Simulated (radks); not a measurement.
Values are calculated unless marked as measured or tabulated.
All-electron atom: Sn2+ in [Kr] 4d10 5s2. Level of theory: Dirac Kohn-Sham, BLYP, spin-unpolarised, spherical densities, finite nucleus; Fermi nuclear charge, rms radius 4.6519 fm (a radial shooting solver on a logarithmic mesh with Libxc functionals).

Spin-orbit splittings of the eigenvalues, e(l+1/2) - e(l-1/2), with zeta = 2 splitting/(2l+1) and mean radii in bohr:

| shell | occ. | splitting (eV) | zeta (eV) | <r> j=l-1/2 | <r> j=l+1/2 |
|---|---|---|---|---|---|
| 2p | 6 | 230.8 | 153.8 | 0.1058 | 0.1112 |
| 3p | 6 | 42.13 | 28.08 | 0.3299 | 0.3412 |
| 3d | 10 | 8.697 | 3.479 | 0.3125 | 0.3161 |
| 4p | 6 | 7.605 | 5.070 | 0.8651 | 0.8950 |
| 4d | 10 | 1.052 | 0.4206 | 1.084 | 1.099 |
| 5p | 0 | 0.7018 | 0.4679 | 2.625 | 2.711 |
| 5d | 0 | 0.06021 | 0.02408 | 4.115 | 4.145 |
